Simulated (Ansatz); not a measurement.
```yaml
crystal:
  periodic: [false, false, false]
  atoms:
    - {symbol: C, position_ang: [-0.672821, -1.642423, -0.767060]}
    - {symbol: C, position_ang: [-0.117332, -0.762059, 0.082521]}
    - {symbol: Si, position_ang: [1.683193, -0.945612, 0.565869]}
    - {symbol: C, position_ang: [-0.950761, 0.285621, 0.747222]}
    - {symbol: C, position_ang: [-0.516971, 1.648641, 0.286681]}
    - {symbol: N, position_ang: [-0.272572, 1.814519, -1.068411]}
    - {symbol: Se, position_ang: [-0.349067, 3.076211, 1.358049]}
    - {symbol: H, position_ang: [-0.151618, -2.532057, -1.208817]}
    - {symbol: H, position_ang: [-1.733949, -1.618887, -1.059978]}
    - {symbol: H, position_ang: [2.235530, -2.164311, -0.222488]}
    - {symbol: H, position_ang: [1.786269, -1.283820, 1.982808]}
    - {symbol: H, position_ang: [2.405828, 0.262822, 0.190861]}
    - {symbol: H, position_ang: [-1.997897, 0.179525, 0.465012]}
    - {symbol: H, position_ang: [-0.844490, 0.275199, 1.820897]}
    - {symbol: H, position_ang: [-0.067641, 2.634209, -1.422901]}
    - {symbol: H, position_ang: [-0.300459, 0.923559, -1.606232]}
basis:
  gaussian: {orbitals: pcseg-2}
hamiltonian: {xc: {name: HSE06}, dispersion: d3bjatm}
```

```sh
$ ansatz run in.yaml --threads 2 --pin off --events-out ev --progress --plain --max-ram 32768MiB --backend cuda --devices 0, --max-vram 18GiB
```

Output, abridged:

```
Functional definition: HSE06
1956 factors; their error is unknown
131 factors; integrals over basis functions are off by at most 4.3e-7 eV
mean field evaluation 1: about -78978.6531 eV, gradient 8.5e1 eV
mean field evaluation 2: about -78939.7903 eV, gradient 1.4e2 eV
mean field evaluation 4: about -78994.8302 eV, gradient 1.9e1 eV
mean field evaluation 8: about -78995.6812 eV, gradient 3.9e-1 eV
mean field evaluation 16: about -78995.9511 eV, gradient 1.8e-3 eV
mean field -78995.95108967 eV, -2903.0476571667 hartree, gradient 6.8e-5 eV, S^2 0.000000; 0 other end points of the search recorded, 0 dependent functions left out
reference -78995.95115279 eV, -2903.0476594860 hartree; 44, 44 occupied and 309, 309 virtual orbitals, 1956 factors
Total energy: -78996.30821076 eV, -2903.0607811244 hartree
```

Hardware: 2 threads of an AMD EPYC 7R13 on a shared host and a share of an NVIDIA H100 80 GB. Wall time 7.5 s, peak host memory 0.89 GiB.
